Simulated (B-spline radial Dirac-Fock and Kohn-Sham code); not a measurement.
Kohn-Sham estimates against Dirac-Fock for the levels of I¹⁸⁺

System: iodine as I¹⁸⁺ in the configuration [Ar] 3d10 4s2 4p5.

The density-functional columns are spherical, spin-unpolarised Dirac-Kohn-Sham results without Breit or QED terms: −ε is minus the orbital energy of the initial state and ΔSCF the difference of two total energies. The reference in the last column comes from Dirac-Fock energy differences between relaxed states, corrected for Breit and QED terms. All numbers are from a radial B-spline solver, in eV; a selection of levels is shown. The Kohn-Sham columns are given as differences from the reference. For the 1s level of heavy atoms much of the gap between ΔSCF and the reference is the Breit and QED part, -116.4 eV here; for other levels the error of the functional can be larger.

| level | LDA −ε − DF | LDA ΔSCF − DF | Dirac-Fock |
| --- | --- | --- | --- |
| 1s | -269.8 | +105.9 | 33670.5 |
| 2s | -130.2 | -51.8 | 5693.7 |
| 2p1/2 | -99.7 | -5.0 | 5353.0 |
| 3s | -68.9 | -36.0 | 1550.7 |
| 3p1/2 | -56.3 | -22.4 | 1410.1 |
| 3d3/2 | -36.2 | -0.1 | 1108.1 |
| 3d5/2 | -36.5 | -0.8 | 1096.2 |
| 4s | -21.2 | -4.5 | 606.5 |
| 4p | -13.8 | +2.3 | 540.9 |

Values without a named source are computed, but for edge energies of neutral atoms, which are taken from tables.
